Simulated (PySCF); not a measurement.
A calculated (LDA, PySCF 2.14, ANO-RCC-VTZP, scalar relativity by spin-free X2C-1e) atom or ion has these occupied shells.

```
shell  electrons  orbital energy (eV)  rms radius, mean of both spins (bohr)
 1s α          1             -31523.6                                 0.0318
 1s β          1             -31523.6                                 0.0318
 2s α          1              -4836.6                                  0.130
 2s β          1              -4836.6                                  0.130
 2p α          3              -4348.6                                  0.115
 2p β          3              -4348.6                                  0.115
 3s α          1              -962.33                                  0.345
 3s β          1              -962.28                                  0.345
 3p α          3              -803.16                                  0.345
 3p β          3              -803.10                                  0.345
 3d α          5              -559.96                                  0.323
 3d β          5              -559.91                                  0.323
 4s α          1              -163.65                                  0.814
 4s β          1              -163.53                                  0.814
 4p α          3              -114.09                                  0.878
 4p β          3              -113.96                                  0.878
 4d α          5              -41.634                                   1.06
 4d β          5              -41.409                                   1.06
 5s α          1              -15.799                                   2.22
 5s β          1              -14.676                                   2.22
 5p α          3               -6.589                                   2.87
 5p β          1               -5.440                                   2.87
```

Q: Name the element and its charge.

A: Te (tellurium, neutral), in [Kr] 4d10 5s2 5p4, high-spin 3P determinant.
